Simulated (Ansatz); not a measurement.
Relaxation of BMe2(hfac) (C7H7BF6O2) with RKS r2SCAN-D4/def2-SVP.

```sh
$ ansatz run in.yaml --threads 2 --pin off --events-out ev --progress --plain --max-ram 22528MiB --backend cuda --devices 0, --max-vram 18GiB
```

```yaml
crystal:
  periodic: [false, false, false]
  atoms:
    - {symbol: B, position_ang: [0.992630, -0.034360, 0.885090]}
    - {symbol: C, position_ang: [0.676370, 0.025990, 2.460370]}
    - {symbol: H, position_ang: [-0.390860, 0.103220, 2.661290]}
    - {symbol: H, position_ang: [1.156210, 0.881740, 2.925870]}
    - {symbol: H, position_ang: [1.039040, -0.863350, 2.967240]}
    - {symbol: C, position_ang: [2.521010, -0.132110, 0.394970]}
    - {symbol: H, position_ang: [2.601620, -0.168460, -0.690010]}
    - {symbol: H, position_ang: [3.002920, -1.022930, 0.786680]}
    - {symbol: H, position_ang: [3.097620, 0.723220, 0.734130]}
    - {symbol: O, position_ang: [0.357960, 1.245990, 0.219240]}
    - {symbol: C, position_ang: [-0.580430, 1.188990, -0.608340]}
    - {symbol: C, position_ang: [-1.064840, 2.553350, -1.131160]}
    - {symbol: F, position_ang: [-0.063290, 3.247720, -1.671830]}
    - {symbol: F, position_ang: [-1.578710, 3.287170, -0.141060]}
    - {symbol: F, position_ang: [-2.012220, 2.430890, -2.064500]}
    - {symbol: C, position_ang: [-1.197200, 0.026550, -1.066900]}
    - {symbol: C, position_ang: [-0.702760, -1.167460, -0.539320]}
    - {symbol: C, position_ang: [-1.355870, -2.470550, -1.031450]}
    - {symbol: F, position_ang: [-0.841230, -3.549810, -0.458780]}
    - {symbol: F, position_ang: [-1.209250, -2.600920, -2.356830]}
    - {symbol: F, position_ang: [-2.672350, -2.464540, -0.786220]}
    - {symbol: O, position_ang: [0.222370, -1.283470, 0.292930]}
    - {symbol: H, position_ang: [-1.998760, 0.043120, -1.781390]}
basis:
  gaussian: {orbitals: def2-SVP}
hamiltonian: {xc: r2scan, dispersion: d4}
scf: {lower_state_search: "off"}
output: {orbitals: {seedname: orbitals}}
relax: {f_tol: 0.03, max_steps: 70}
```

Hardware: 2 threads of AMD EPYC 7R13 on a shared host and a share (18 GiB) of an NVIDIA H100 80GB HBM3. Wall time 16 s.

Positions (Å) and forces (eV/Å) at steps 1, 2, 3, 4, 5 of 5:

```xyz
23
step=1 energy=-28411.8370 eV
B     0.993   -0.034    0.885    0.776    0.013    0.686
C     0.676    0.026    2.460    0.003   -0.043   -0.963
H    -0.391    0.103    2.661   -0.521    0.035    0.110
H     1.156    0.882    2.926    0.273    0.458    0.189
H     1.039   -0.863    2.967    0.209   -0.479    0.225
C     2.521   -0.132    0.395   -0.962    0.033    0.118
H     2.602   -0.168   -0.690    0.051   -0.018   -0.536
H     3.003   -1.023    0.787    0.213   -0.476    0.230
H     3.098    0.723    0.734    0.254    0.466    0.205
O     0.358    1.246    0.219    0.529   -0.086    0.481
C    -0.580    1.189   -0.608   -0.923    0.446   -0.871
C    -1.065    2.553   -1.131   -0.043    0.494   -0.047
F    -0.063    3.248   -1.672    0.282   -0.176    0.061
F    -1.579    3.287   -0.141    0.061   -0.165    0.277
F    -2.012    2.431   -2.064   -0.111   -0.354   -0.097
C    -1.197    0.027   -1.067    0.497    0.059    0.436
C    -0.703   -1.167   -0.539   -0.919   -0.426   -0.772
C    -1.356   -2.471   -1.031   -0.119   -0.585   -0.090
F    -0.841   -3.550   -0.459    0.221    0.116    0.199
F    -1.209   -2.601   -2.357    0.165    0.266   -0.093
F    -2.672   -2.465   -0.786   -0.071    0.290    0.149
O     0.222   -1.283    0.293    0.515    0.104    0.444
H    -1.999    0.043   -1.781   -0.380    0.026   -0.342
23
step=2 energy=-28411.9229 eV
B     1.002   -0.032    0.893    0.240    0.004    0.212
C     0.667    0.026    2.452    0.060   -0.014   -0.333
H    -0.412    0.100    2.653   -0.114    0.008    0.016
H     1.152    0.893    2.919    0.067    0.115    0.078
H     1.039   -0.873    2.962    0.054   -0.115    0.082
C     2.512   -0.133    0.387   -0.326    0.017    0.099
H     2.591   -0.170   -0.709    0.003   -0.002   -0.117
H     2.996   -1.034    0.786    0.079   -0.117    0.055
H     3.092    0.733    0.733    0.094    0.114    0.048
O     0.356    1.241    0.217    0.134    0.016    0.120
C    -0.589    1.192   -0.618   -0.352    0.190   -0.324
C    -1.060    2.561   -1.126    0.077    0.033    0.073
F    -0.039    3.236   -1.657    0.021   -0.041    0.033
F    -1.563    3.277   -0.117    0.036   -0.041    0.017
F    -2.008    2.429   -2.059   -0.045   -0.024   -0.040
C    -1.206    0.028   -1.076    0.209    0.028    0.182
C    -0.713   -1.168   -0.547   -0.298   -0.228   -0.253
C    -1.351   -2.480   -1.026    0.063   -0.102    0.055
F    -0.817   -3.541   -0.436    0.012    0.084    0.005
F    -1.193   -2.599   -2.351    0.021    0.024   -0.013
F    -2.666   -2.461   -0.771   -0.021    0.028    0.020
O     0.221   -1.274    0.291    0.077    0.011    0.068
H    -2.014    0.046   -1.798   -0.091    0.010   -0.082
23
step=3 energy=-28411.9327 eV
B     1.002   -0.031    0.893    0.065    0.023    0.056
C     0.675    0.026    2.445   -0.031   -0.006   -0.004
H    -0.408    0.096    2.647    0.009    0.000    0.019
H     1.157    0.900    2.914   -0.009   -0.016   -0.008
H     1.053   -0.873    2.960   -0.007    0.018   -0.005
C     2.507   -0.132    0.395   -0.008   -0.005   -0.030
H     2.587   -0.169   -0.705    0.020    0.000    0.006
H     2.994   -1.036    0.796   -0.005    0.017   -0.008
H     3.091    0.738    0.742   -0.009   -0.016   -0.006
O     0.349    1.240    0.211   -0.009    0.019   -0.006
C    -0.600    1.195   -0.627   -0.047    0.009   -0.046
C    -1.057    2.568   -1.124    0.045   -0.030    0.047
F    -0.028    3.235   -1.649   -0.021   -0.011    0.009
F    -1.551    3.278   -0.107    0.012   -0.009   -0.020
F    -2.008    2.449   -2.058   -0.013    0.027   -0.011
C    -1.213    0.028   -1.083    0.042    0.008    0.033
C    -0.723   -1.172   -0.557   -0.026   -0.033   -0.016
C    -1.351   -2.490   -1.025    0.050    0.005    0.039
F    -0.807   -3.539   -0.426   -0.020    0.044   -0.020
F    -1.190   -2.613   -2.350   -0.008   -0.020   -0.001
F    -2.666   -2.474   -0.769   -0.007   -0.019   -0.006
O     0.214   -1.272    0.284   -0.028   -0.010   -0.025
H    -2.025    0.048   -1.808    0.004    0.005    0.003
23
step=4 energy=-28411.9334 eV
B     1.003   -0.030    0.894   -0.011    0.015   -0.011
C     0.669    0.026    2.445    0.007   -0.002    0.018
H    -0.414    0.095    2.649    0.015   -0.001   -0.010
H     1.150    0.901    2.914   -0.005   -0.008   -0.001
H     1.049   -0.871    2.961   -0.003    0.010   -0.003
C     2.505   -0.132    0.390    0.018   -0.002    0.005
H     2.588   -0.169   -0.710   -0.008    0.001    0.016
H     2.994   -1.035    0.791   -0.002    0.009   -0.004
H     3.090    0.737    0.737   -0.002   -0.008   -0.003
O     0.348    1.240    0.210   -0.012    0.019   -0.009
C    -0.601    1.195   -0.629    0.004   -0.017    0.006
C    -1.055    2.570   -1.122    0.013   -0.005    0.014
F    -0.024    3.234   -1.645   -0.006   -0.004   -0.002
F    -1.544    3.278   -0.102    0.003   -0.004   -0.006
F    -2.007    2.458   -2.056   -0.004    0.011   -0.002
C    -1.213    0.028   -1.084   -0.002    0.002   -0.004
C    -0.724   -1.173   -0.558    0.017    0.005    0.013
C    -1.349   -2.492   -1.023    0.016   -0.004    0.013
F    -0.803   -3.537   -0.420   -0.006    0.014   -0.006
F    -1.188   -2.620   -2.348   -0.003   -0.007   -0.001
F    -2.664   -2.480   -0.768   -0.004   -0.006   -0.004
O     0.213   -1.271    0.283   -0.030   -0.023   -0.026
H    -2.025    0.049   -1.809    0.006    0.003    0.005
23
step=5 energy=-28411.9336 eV
B     1.002   -0.030    0.893   -0.003    0.012   -0.004
C     0.670    0.027    2.444    0.000   -0.002    0.005
H    -0.413    0.094    2.648    0.001    0.000   -0.002
H     1.150    0.901    2.914   -0.001    0.000   -0.001
H     1.050   -0.870    2.961    0.000    0.001   -0.001
C     2.505   -0.131    0.391    0.005   -0.002    0.000
H     2.587   -0.168   -0.709   -0.002    0.000    0.002
H     2.994   -1.035    0.791   -0.001    0.001    0.000
H     3.090    0.737    0.737   -0.001    0.000    0.000
O     0.347    1.241    0.210    0.002    0.001    0.006
C    -0.602    1.195   -0.630    0.002   -0.013    0.002
C    -1.054    2.570   -1.121   -0.001    0.003    0.002
F    -0.023    3.233   -1.645    0.001   -0.001   -0.004
F    -1.541    3.278   -0.100    0.001    0.000    0.001
F    -2.008    2.462   -2.054   -0.001    0.001    0.002
C    -1.214    0.028   -1.085   -0.004    0.000   -0.006
C    -0.725   -1.173   -0.560    0.006    0.009    0.005
C    -1.349   -2.493   -1.023    0.001   -0.006    0.000
F    -0.802   -3.536   -0.418    0.000    0.001    0.001
F    -1.187   -2.624   -2.348    0.000    0.000    0.000
F    -2.665   -2.483   -0.769   -0.001    0.001   -0.002
O     0.212   -1.271    0.282   -0.004   -0.007   -0.004
H    -2.025    0.049   -1.810    0.001    0.002    0.001
```
